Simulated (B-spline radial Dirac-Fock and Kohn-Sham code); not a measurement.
# Core-hole lifetimes of Ag³⁺

System: silver as Ag³⁺, [Kr] 4d8.

These are calculated numbers from a radial B-spline solver; the model is independent-particle rates on relativistic LDA orbitals of the hole state (multipoles up to L = 3, Coulomb Auger matrix elements, transition energies from Dirac-Fock).

Partial widths are in eV. Coster-Kronig decay leaves a hole in the same principal shell; its rates are the weakest part of the model, often 1.5 to 2.5 times too large and more for N holes. Holes without an open Auger channel, or with an unreliable SCF state, are not listed.

| hole | radiative | Auger | Coster-Kronig | total | fluorescence yield | lifetime (fs) |
| --- | --- | --- | --- | --- | --- | --- |
| K | 5.48 | 1.12 | 0 | 6.60 | 0.830 | 0.0997 |
| L1 | 0.0795 | 1.23 | 1.27 | 2.58 | 0.0309 | 0.255 |
| L2 | 0.128 | 1.85 | 0.335 | 2.31 | 0.0552 | 0.285 |
| L3 | 0.123 | 2.03 | 0 | 2.16 | 0.0568 | 0.305 |
| M1 | 0.00159 | 0.279 | 7.86 | 8.14 | 0.000196 | 0.0809 |
| M2 | 0.00151 | 0.321 | 3.40 | 3.73 | 0.000405 | 0.177 |
| M3 | 0.00142 | 0.333 | 3.89 | 4.22 | ? | ? |
| N1 | 4.39e-05 | 0 | 0.687 | 0.687 | 6.39e-05 | 0.958 |

Q: What are the fluorescence yield and the lifetime of the M3 hole?

A: The yield is the radiative width over the total, 0.000336, and the lifetime is ħ/Γ = 0.156 fs.
